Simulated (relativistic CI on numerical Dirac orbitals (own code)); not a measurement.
# Sensitivity of the levels of Mg IV to α

Method of calculation: Dirac-Coulomb-Breit CI, separate exchange-only KLI orbitals for each configuration, valence Slater integrals scaled by 0.85, P86 correlation energy added to each configuration, derivatives by finite differences, QED left out (own radial code, finite nucleus).

Configurations in the expansion (outside the closed core 1s2): 2s2 2p5, 2s 2p6, 2s2 2p4 3s, 2s2 2p4 3p, 2s2 2p4 3d, 2p6 3s, 2s 2p5 3s, 2s2 2p3 3s2. Levels of other configurations are missing.

With x = (α/α₀)² − 1 an excitation energy changes as ω = ω₀ + qx; K = 2q/ω₀ is the relative enhancement. Terms are leading LS components, so labels can repeat.

Lowest level 2s2 2p5 2P°_3/2.

| Level | ω₀ (cm⁻¹) | q (cm⁻¹) | K |
| --- | --- | --- | --- |
| 2s2 2p5 2P°_1/2 | 2197 | 2202 | 2.01 |
| 2s 2p6 2S_1/2 | 330738 | 3745 | 0.0226 |
| 2s2 2p4 3s 4P_5/2 | 545047 | -888.1 | -0.00326 |
| 2s2 2p4 3s 4P_3/2 | 546452 | 483.5 | 0.00177 |
| 2s2 2p4 3s 4P_1/2 | 547264 | 1306 | 0.00477 |
| 2s2 2p4 3s 2P_3/2 | 554185 | -468.1 | -0.00169 |
| 2s2 2p4 3s 2P_1/2 | 555842 | 1147 | 0.00413 |
| 2s2 2p4 3s 2D_5/2 | 580048 | 77.37 | 0.000267 |
| 2s2 2p4 3s 2D_3/2 | 580067 | 105.7 | 0.000365 |
| 2s2 2p4 3p 4P°_5/2 | 598248 | -129.8 | -0.000434 |
| 2s2 2p4 3p 4P°_3/2 | 598783 | 321.7 | 0.00107 |
| 2s2 2p4 3p 4P°_1/2 | 599312 | 975.2 | 0.00325 |
| 2s2 2p4 3p 4D°_7/2 | 603847 | -395.1 | -0.00131 |
| 2s2 2p4 3p 4D°_5/2 | 604713 | 399.7 | 0.00132 |
| 2s2 2p4 3p 4D°_3/2 | 605376 | 1145 | 0.00378 |
| 2s2 2p4 3p 4D°_1/2 | 605745 | 1519 | 0.00501 |
| 2s2 2p4 3p 2D°_5/2 | 608303 | 68.21 | 0.000224 |
| 2s2 2p4 3p 2D°_3/2 | 609725 | 1311 | 0.0043 |
| 2s2 2p4 3p 2S°_1/2 | 611110 | -260.6 | -0.000853 |
| 2s2 2p4 3p 4S°_3/2 | 611553 | 557.3 | 0.00182 |
| 2s2 2p4 3s 2S_1/2 | 613491 | 406 | 0.00132 |
| 2s2 2p4 3p 2P°_1/2 | 613899 | 950 | 0.00309 |
| 2s2 2p4 3p 2P°_3/2 | 613922 | 738.1 | 0.0024 |

For a near-neutral ion this model can misplace configurations by up to about 10,000 cm⁻¹ (more where the count of f electrons changes) and terms by 10 to 25 % of their spread. Rates follow the energies as ν³ (E1, M1) or ν⁵ (E2), so they and the lifetimes can be off by large factors. The fine structure of a lone outer electron comes out too small, for d and f at times inverted, and misplaced configurations move strength between like terms.
